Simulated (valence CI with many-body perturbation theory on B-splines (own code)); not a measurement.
## Nd28+: electric-dipole lines

Computed by relativistic CI+MBPT: four valence electrons over a frozen Dirac-Fock core [Ar] 3d10, radial functions for each j: 11 s, 11 p, 10 d, 8 f, 5 g, 2 h, with the one-electron correlation potential Σ1 (screened to all orders), the two-electron term Σ2, the three-electron term Σ3, Breit, model QED; selected single and double excitations, second order for the rest, scaled by the run's own slope (own B-spline code, finite nucleus).

No measured spectrum was set against this ion. As an estimate, large intervals hold to a few tenths of a per cent, small ones and those within an open d or f shell to about a per cent. Among the levels kept, up to 340 cm⁻¹ of a level comes from second order outside the variational space, and about a tenth of that is noise between levels of different J, which matters for small intervals.

Lines 151 to 200 of 556 in falling wavelength, among levels below 2878200 cm⁻¹, chosen from the strongest by gf and those to the six lowest levels. Wavelengths and rates use the calculated energies. Electric multipoles are in the length gauge, E1 and E2 with the static RPA response of the core. Weak lines are less certain than strong ones. Lines between different terms over intervals too small for the method are left out, as are lines whose strength nearly cancels. Where a level lies close to another of its J and parity, the split of strength between their lines is uncertain. The highest levels of a list are the least certain.

Levels are named by their leading jj configuration (3d3/2^4 stands for four electrons in 3d with j = 3/2), which in mixed levels can hold well under half, so a name can repeat and another be missing. Letters in brackets count levels of one name in rising energy.

```
λ vac (nm)                           Upper                           Lower   A (s⁻¹)  S (a.u.) with core polarisation  S without
     11.60  (4s 4p1/2 4p3/2 4f5/2) J=4 [a]  (4s 4p1/2 4p3/2 4d5/2) J=3 [d]  1.01e+10                         7.04e-02   7.58e-02
     11.59          (4s^2 4p1/2 4d3/2) J=2          (4s^2 4p1/2 4p3/2) J=2  9.00e+10                         3.46e-01   3.71e-01
     11.59  (4s 4p1/2 4p3/2 4d3/2) J=1 [c]      (4s 4p1/2 4p3/2^2) J=2 [b]  1.01e+11                         2.32e-01   2.49e-01
     11.57  (4s 4p1/2 4p3/2 4f7/2) J=5 [a]  (4s 4p1/2 4p3/2 4d5/2) J=4 [c]  2.30e+10                         1.93e-01   2.08e-01
     11.56  (4s 4p1/2 4p3/2 4f5/2) J=4 [a]  (4s 4p1/2 4p3/2 4d5/2) J=3 [c]  1.52e+10                         1.04e-01   1.12e-01
     11.54      (4s 4p1/2 4p3/2 4f7/2) J=3  (4s 4p1/2 4p3/2 4d5/2) J=2 [c]  1.68e+10                         8.94e-02   9.58e-02
     11.53  (4s 4p1/2 4p3/2 4d3/2) J=2 [c]          (4s^2 4p1/2 4d3/2) J=2  2.93e+10                         1.11e-01   1.19e-01
     11.52      (4s 4p3/2^2 4d5/2) J=1 [b]          (4s^2 4p3/2 4d5/2) J=2  7.31e+10                         1.66e-01   1.78e-01
     11.51      (4s 4p1/2 4p3/2^2) J=1 [b]          (4s^2 4p1/2 4p3/2) J=1  3.49e+10                         7.89e-02   8.48e-02
     11.51             (4p1/2 4p3/2^3) J=1      (4s 4p1/2 4p3/2^2) J=2 [a]  5.72e+10                         1.29e-01   1.38e-01
     11.46   (4p1/2 4p3/2^2 4d5/2) J=4 [b]  (4s 4p1/2 4p3/2 4d5/2) J=4 [a]  2.03e+10                         1.36e-01   1.46e-01
     11.38  (4s 4p1/2 4d3/2 4d5/2) J=3 [d]  (4s 4p1/2 4p3/2 4d5/2) J=4 [c]  1.91e+10                         9.71e-02   1.04e-01
     11.38          (4s^2 4p3/2 4d3/2) J=1              (4s^2 4p3/2^2) J=0  5.64e+09                         1.23e-02   1.32e-02
     11.38       (4p1/2^2 4p3/2 4d5/2) J=2          (4s 4p1/2^2 4d3/2) J=2  5.39e+10                         1.96e-01   2.10e-01
     11.37       (4p1/2^2 4p3/2 4d3/2) J=1           (4p1/2^2 4p3/2^2) J=2  3.75e+10                         8.17e-02   8.74e-02
     11.36  (4s 4p1/2 4d3/2 4d5/2) J=3 [e]  (4s 4p1/2 4p3/2 4d3/2) J=2 [c]  4.56e+10                         2.31e-01   2.49e-01
     11.36          (4s 4p1/2^2 4d3/2) J=2          (4s 4p1/2^2 4p3/2) J=2  4.65e+10                         1.68e-01   1.80e-01
     11.34          (4s^2 4d3/2 4d5/2) J=3          (4s^2 4p3/2 4d5/2) J=2  1.36e+10                         6.86e-02   7.39e-02
     11.32      (4s 4p3/2^2 4d5/2) J=2 [b]          (4s^2 4p3/2 4d3/2) J=2  2.18e+10                         7.79e-02   8.36e-02
     11.30  (4s 4p1/2 4d3/2 4d5/2) J=4 [b]  (4s 4p1/2 4p3/2 4d3/2) J=3 [b]  5.10e+10                         3.27e-01   3.51e-01
     11.29  (4s 4p1/2 4p3/2 4f7/2) J=5 [b]  (4s 4p1/2 4p3/2 4d5/2) J=4 [c]  1.59e+10                         1.24e-01   1.32e-01
     11.27          (4s^2 4p1/2 4d3/2) J=2          (4s^2 4p1/2 4p3/2) J=1  1.00e+10                         3.55e-02   3.79e-02
     11.26  (4s 4p1/2 4d3/2 4d5/2) J=3 [b]  (4s 4p1/2 4p3/2 4d5/2) J=3 [a]  1.42e+10                         6.98e-02   7.50e-02
     11.15          (4s^2 4p3/2 4d3/2) J=2              (4s^2 4p3/2^2) J=2  3.02e+09                         1.03e-02   1.11e-02
     11.10  (4s 4p1/2 4p3/2 4d5/2) J=3 [e]          (4s^2 4p1/2 4d3/2) J=2  2.09e+10                         9.89e-02   1.06e-01
     11.10  (4s 4p1/2 4d3/2 4d5/2) J=3 [e]  (4s 4p1/2 4p3/2 4d5/2) J=3 [c]  1.57e+10                         7.41e-02   7.91e-02
     11.09  (4s 4p1/2 4p3/2 4d5/2) J=2 [c]          (4s^2 4p1/2 4d3/2) J=2  6.37e+10                         2.15e-01   2.30e-01
     11.05          (4s 4p1/2 4d5/2^2) J=3  (4s 4p1/2 4p3/2 4d5/2) J=4 [c]  2.71e+10                         1.26e-01   1.35e-01
     11.03          (4s 4p1/2 4d3/2^2) J=3  (4s 4p1/2 4p3/2 4d3/2) J=2 [a]  2.07e+10                         9.60e-02   1.03e-01
     11.02      (4s 4p1/2 4d3/2 4d5/2) J=5      (4s 4p1/2 4p3/2 4d5/2) J=5  6.58e+10                         4.79e-01   5.11e-01
     10.97  (4s 4p1/2 4p3/2 4d5/2) J=2 [d]          (4s^2 4p1/2 4d3/2) J=2  5.19e+10                         1.69e-01   1.81e-01
     10.96  (4s 4p1/2 4p3/2 4d3/2) J=1 [d]      (4s 4p1/2 4p3/2^2) J=2 [b]  4.32e+10                         8.43e-02   9.04e-02
     10.96      (4s 4p3/2^2 4d3/2) J=2 [c]                (4s 4p3/2^3) J=1  2.10e+10                         6.82e-02   7.31e-02
     10.95  (4s 4p1/2 4d3/2 4d5/2) J=2 [c]  (4s 4p1/2 4p3/2 4d3/2) J=3 [b]  3.77e+10                         1.22e-01   1.31e-01
     10.93  (4s 4p1/2 4d3/2 4d5/2) J=4 [a]  (4s 4p1/2 4p3/2 4d5/2) J=4 [a]  3.46e+10                         2.00e-01   2.14e-01
     10.93          (4s^2 4p3/2 4d3/2) J=3              (4s^2 4p3/2^2) J=2  1.69e+10                         7.60e-02   8.13e-02
     10.90  (4s 4p1/2 4p3/2 4d5/2) J=2 [b]          (4s 4p1/2 4p3/2^2) J=3  5.70e+10                         1.82e-01   1.95e-01
     10.88  (4s 4p1/2 4d3/2 4d5/2) J=3 [c]  (4s 4p1/2 4p3/2 4d3/2) J=2 [b]  2.40e+10                         1.07e-01   1.14e-01
     10.88      (4s 4p1/2 4p3/2 4d5/2) J=0      (4s 4p1/2 4p3/2^2) J=1 [b]  1.45e+11                         9.18e-02   9.83e-02
     10.87  (4s 4p1/2 4p3/2 4d5/2) J=3 [b]          (4s 4p1/2 4p3/2^2) J=3  5.94e+10                         2.63e-01   2.81e-01
     10.86  (4s 4p1/2 4p3/2 4d5/2) J=2 [a]      (4s 4p1/2 4p3/2^2) J=2 [a]  3.98e+10                         1.26e-01   1.35e-01
     10.86  (4s 4p1/2 4p3/2 4f7/2) J=5 [c]  (4s 4p1/2 4p3/2 4d5/2) J=4 [c]  1.15e+10                         7.98e-02   8.45e-02
     10.86  (4s 4p1/2 4d3/2 4d5/2) J=2 [b]  (4s 4p1/2 4p3/2 4d5/2) J=2 [a]  2.09e+10                         6.59e-02   7.06e-02
     10.85      (4s 4p1/2 4p3/2 4f7/2) J=3  (4s 4p1/2 4p3/2 4d5/2) J=3 [c]  3.21e+10                         1.41e-01   1.51e-01
     10.81          (4s 4p1/2^2 4d5/2) J=2          (4s 4p1/2^2 4p3/2) J=1  1.12e+11                         3.47e-01   3.71e-01
     10.80              (4s^2 4d5/2^2) J=2          (4s^2 4p3/2 4d5/2) J=3  1.22e+11                         3.81e-01   4.08e-01
     10.78  (4s 4p1/2 4p3/2 4d3/2) J=1 [e]          (4s^2 4p1/2 4d3/2) J=2  4.75e+10                         8.82e-02   9.46e-02
     10.78  (4s 4p1/2 4p3/2 4d5/2) J=3 [a]      (4s 4p1/2 4p3/2^2) J=2 [a]  4.25e+10                         1.84e-01   1.96e-01
     10.77       (4p1/2^2 4p3/2 4d5/2) J=1           (4p1/2^2 4p3/2^2) J=0  7.75e+10                         1.43e-01   1.53e-01
     10.75          (4s 4p1/2^2 4d5/2) J=3          (4s 4p1/2^2 4p3/2) J=2  6.36e+10                         2.73e-01   2.91e-01
```
